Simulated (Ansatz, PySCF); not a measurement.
C4H5FO, SMILES C1CC1(C=O)F. Atoms are numbered in the order given.

```xyz
11

O      1.5786     0.8397    -0.9838
C      1.2707     0.1549    -0.0392
C     -0.1340    -0.2149     0.2894
F     -0.2315    -0.9972     1.4058
C     -1.2396     0.7736     0.0223
C     -1.1148    -0.4566    -0.8288
H      2.0230    -0.2642     0.6771
H     -2.0346     0.7989     0.7718
H     -0.9391     1.7356    -0.4013
H     -1.8248    -1.2700    -0.6597
H     -0.7274    -0.3521    -1.8457
```

Geometry optimised at B3LYP-D3(BJ)/def2-SVP. Other conformers were not sampled.

Two levels are set side by side: PBE-D3(BJ)/def2-SVP (Ansatz, a quantum-chemistry and plane-wave program) and B3LYP-D3(BJ)/def2-SVP (Ansatz). Each level has its own optimised geometry; the coordinates shown are those of the second. Frequencies come from the Hessian of PySCF at each geometry. Differences are taken from unrounded values.

```json
[
 {"quantity": "mean bond length (Å)", "B3LYP-D3(BJ)": "1.279", "PBE-D3(BJ)": "1.286", "PBE-D3(BJ) minus B3LYP-D3(BJ)": "0.007"},
 {"quantity": "bond O1–C2 (Å)", "B3LYP-D3(BJ)": "1.207", "PBE-D3(BJ)": "1.217", "PBE-D3(BJ) minus B3LYP-D3(BJ)": "0.010"},
 {"quantity": "bond C2–C3 (Å)", "B3LYP-D3(BJ)": "1.489", "PBE-D3(BJ)": "1.492", "PBE-D3(BJ) minus B3LYP-D3(BJ)": "0.003"},
 {"quantity": "bond C3–F4 (Å)", "B3LYP-D3(BJ)": "1.367", "PBE-D3(BJ)": "1.371", "PBE-D3(BJ) minus B3LYP-D3(BJ)": "0.005"},
 {"quantity": "bond C3–C5 (Å)", "B3LYP-D3(BJ)": "1.507", "PBE-D3(BJ)": "1.515", "PBE-D3(BJ) minus B3LYP-D3(BJ)": "0.008"},
 {"quantity": "bond C3–C6 (Å)", "B3LYP-D3(BJ)": "1.507", "PBE-D3(BJ)": "1.515", "PBE-D3(BJ) minus B3LYP-D3(BJ)": "0.008"},
 {"quantity": "bond C5–C6 (Å)", "B3LYP-D3(BJ)": "1.501", "PBE-D3(BJ)": "1.502", "PBE-D3(BJ) minus B3LYP-D3(BJ)": "0.001"},
 {"quantity": "bond C2–H7 (Å)", "B3LYP-D3(BJ)": "1.120", "PBE-D3(BJ)": "1.131", "PBE-D3(BJ) minus B3LYP-D3(BJ)": "0.011"},
 {"quantity": "bond C5–H8 (Å)", "B3LYP-D3(BJ)": "1.093", "PBE-D3(BJ)": "1.101", "PBE-D3(BJ) minus B3LYP-D3(BJ)": "0.008"},
 {"quantity": "bond C5–H9 (Å)", "B3LYP-D3(BJ)": "1.093", "PBE-D3(BJ)": "1.101", "PBE-D3(BJ) minus B3LYP-D3(BJ)": "0.008"},
 {"quantity": "bond C6–H10 (Å)", "B3LYP-D3(BJ)": "1.093", "PBE-D3(BJ)": "1.101", "PBE-D3(BJ) minus B3LYP-D3(BJ)": "0.008"},
 {"quantity": "bond C6–H11 (Å)", "B3LYP-D3(BJ)": "1.093", "PBE-D3(BJ)": "1.101", "PBE-D3(BJ) minus B3LYP-D3(BJ)": "0.008"},
 {"quantity": "highest harmonic wavenumber (cm⁻¹)", "B3LYP-D3(BJ)": "3242", "PBE-D3(BJ)": "3180", "PBE-D3(BJ) minus B3LYP-D3(BJ)": "-62"},
 {"quantity": "mean harmonic wavenumber (cm⁻¹)", "B3LYP-D3(BJ)": "1335", "PBE-D3(BJ)": "1297", "PBE-D3(BJ) minus B3LYP-D3(BJ)": "-39"},
 {"quantity": "zero-point energy (kcal/mol)", "B3LYP-D3(BJ)": "51.54", "PBE-D3(BJ)": "50.05", "PBE-D3(BJ) minus B3LYP-D3(BJ)": "-1.49"}
]
```

Exact exchange shortens and stiffens bonds; PBE has none. Differences between two approximate levels are no errors against the true value.
